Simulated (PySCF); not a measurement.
Mg(Me)2 (C2H6Mg), SMILES [CH3][Mg][CH3].

Geometry: TPSSh-D3(BJ)/def2-TZVP. The isomer is the one that the SMILES or the coordinates give; other isomers of the formula were not compared.

Two levels are set side by side: PBE/def2-TZVPD (PySCF) and ωB97X/def2-TZVPD (PySCF). Same geometry, gas phase. Differences are taken from unrounded values.

```csv
quantity,PBE
orbital gap (eV),4.14
highest occupied level (eV),-5.32
lowest empty level (eV),-1.18
mean polarisability (bohr³),61.5
```

**Question.** These are the PBE values. What does ωB97X give? (The exact figures need the calculation; the answer reports its results.)

**Answer.** 
| quantity | ωB97X | PBE minus ωB97X |
|---|---|---|
| orbital gap (eV) | 9.87 | -5.74 |
| highest occupied level (eV) | -8.82 | 3.50 |
| lowest empty level (eV) | 1.05 | -2.24 |
| mean polarisability (bohr³) | 55.7 | 5.7 |

PBE's occupied levels lie high since its potential decays too fast outside the molecule; exact exchange lowers them and widens the gap. Loosely held outer electrons make PBE densities more polarisable. Differences between two approximate levels are no errors against the true value.

Rough cost on one machine, each run with all the roots and properties that it gave: ωB97X against PBE within a factor of 2.
